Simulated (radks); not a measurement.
Values are calculated unless marked as measured or tabulated.
All-electron atom: V I in [Ar] 3d3 4s2. Code: a radial shooting solver on a logarithmic mesh with Libxc functionals. Model: Dirac Kohn-Sham, BLYP, spin-unpolarised, spherical densities, finite nucleus; open shells are shared between the two j in proportion to 2j + 1; Fermi nuclear charge, rms radius 3.6002 fm.

Unscreened Slater integrals over Kohn-Sham orbitals (eV). Large and small components are both included.

\begin{tabular}{lr}
integral & value \\ \hline
F0(4s1/2,4s1/2) & 7.3543 \\
F0(4s1/2,3d5/2) & 9.2129 \\
G2(4s1/2,3d5/2) & 1.4521 \\
F0(4s1/2,3d3/2) & 9.2186 \\
G2(4s1/2,3d3/2) & 1.4414 \\
F0(4s1/2,3p3/2) & 9.5747 \\
G1(4s1/2,3p3/2) & 0.54078 \\
F0(3d5/2,3d5/2) & 17.728 \\
F2(3d5/2,3d5/2) & 7.8903 \\
F4(3d5/2,3d5/2) & 4.8530 \\
F0(3d5/2,3d3/2) & 17.765 \\
F2(3d5/2,3d3/2) & 7.9081 \\
G2(3d5/2,3d3/2) & 7.9044 \\
G4(3d5/2,3d3/2) & 4.8621 \\
F0(3d5/2,3p3/2) & 20.397 \\
F2(3d5/2,3p3/2) & 9.3323 \\
G1(3d5/2,3p3/2) & 11.590 \\
G3(3d5/2,3p3/2) & 6.9299 \\
F0(3d3/2,3d3/2) & 17.803 \\
F2(3d3/2,3d3/2) & 7.9260 \\
F0(3d3/2,3p3/2) & 20.447 \\
F2(3d3/2,3p3/2) & 9.3611 \\
G1(3d3/2,3p3/2) & 11.625 \\
G3(3d3/2,3p3/2) & 6.9517 \\
F0(3p3/2,3p3/2) & 24.140 \\
F2(3p3/2,3p3/2) & 12.066 \\
\end{tabular}
